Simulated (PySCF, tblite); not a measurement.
Isomers of C4H13N3Si2, one GFN2-xTB conformer each. Single-point energies are computed at PBE0/pcSseg-1 (PySCF, gas phase, no added dispersion term), electronic only.

Problem. Rank them by PBE0/pcSseg-1 energy, lowest first (kJ/mol).
A. `[CH3:1][CH:2]([CH3:3])[NH:4][SiH2:5][NH:6][SiH2:7][C:8]#[N:9]` with C1–C2–N4–Si5 -149°, C2–N4–Si5–N6 55°, N4–Si5–N6–Si7 -172°, Si5–N6–Si7–C8 -69°
B. `[CH3:1]/[N:2]=[CH:3]/[CH:4]=[N:5]/[SiH2:6][N:7]([CH3:8])[SiH3:9]` with N2–C3–C4–N5 179°, C4–N5–Si6–N7 126°, N5–Si6–N7–C8 40°

Solution. A (0.0), B (170.5).

As drawn, the lower has a C≡N group, an N–H bond and an Si–C bond, which the higher lacks; the higher has a C=N bond, which the lower lacks. GFN2-xTB itself gives, in the same order: 0.0, 30.1. Both levels put the same isomer lowest.

Problem. Which frontier levels, dipoles and rotational constants go with these structures?

Solution. 
```json
{"SMILES": "CC(C)N[SiH2]N[SiH2]C#N", "HOMO (eV, PBE0/pcSseg-1)": "-7.11", "LUMO (eV)": "-0.59", "dipole (D)": "4.93", "A, B, C (MHz)": "2777, 433.7, 424.6"}
{"SMILES": "C/N=C/C=N/[SiH2]N(C)[SiH3]", "HOMO (eV, PBE0/pcSseg-1)": "-6.79", "LUMO (eV)": "-1.85", "dipole (D)": "1.81", "A, B, C (MHz)": "3405, 372.6, 357.6"}
```

Problem. What happens when harmonic zero-point energies from GFN2-xTB frequencies are added?

Solution. 
```csv
SMILES,ZPE (kJ/mol),electronic (kJ/mol),with ZPE (kJ/mol)
CC(C)N[SiH2]N[SiH2]C#N,436.9,0.0,0.0
C/N=C/C=N/[SiH2]N(C)[SiH3],423.3,170.5,157.0
```

The zero-point energies span 13.6 kJ/mol. The order is unchanged.
